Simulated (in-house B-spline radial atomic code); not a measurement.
## Ionising Os+ with different functionals

Computed with a radial B-spline atomic code at the basis-set limit: scalar-relativistic (spin-free X2C) Hamiltonian, Fermi nucleus of rms radius 5.4126 fm, spin-polarised at highest spin, spherical fractional occupations for the functionals, and exact exchange of hybrids averaged over the configuration. The ionisation energy is the difference of two self-consistent energies, [Xe] 4f14 5d6 6s1 → [Xe] 4f14 5d6, without Breit or QED terms; ε is the level of the shell that loses the electron (its least bound occupied spin orbital). There is no spin-orbit coupling in this Hamiltonian.

| method | rung | ΔSCF (eV) | -ε(6s) (eV) |
| --- | --- | --- | --- |
| PBE0 | global hybrid | 17.40 | 14.71 |
| B3LYP | global hybrid | 17.46 | 14.50 |
| TPSSh | global hybrid | 17.41 | 14.21 |
| BHandHLYP | global hybrid | 16.96 | 15.20 |
| r2SCAN0 | global hybrid | 17.51 | 15.07 |
| B97-1 | global hybrid | 17.15 | 14.33 |
| HSE06 | range-separated hybrid | 17.41 | 14.31 |
| wB97X | range-separated hybrid | 16.73 | 16.35 |
| CAM-B3LYP | range-separated hybrid | 17.29 | 15.78 |
| LC-wPBE | range-separated hybrid | 17.09 | 16.94 |

Problem. Among the functionals, which spreads more, the ΔSCF values or the orbital energies?

Solution. The orbital energies: ΔSCF values span about 0.78 eV and the orbital energies 2.73 eV.

Problem. How do they compare with the NIST value?

Solution. NIST lists 17 eV ± 1 (semi-empirical, ground level to ground level). Errors run from -0.27 to +0.51 eV; all lie within about twice that uncertainty, so the table can't rank the methods.
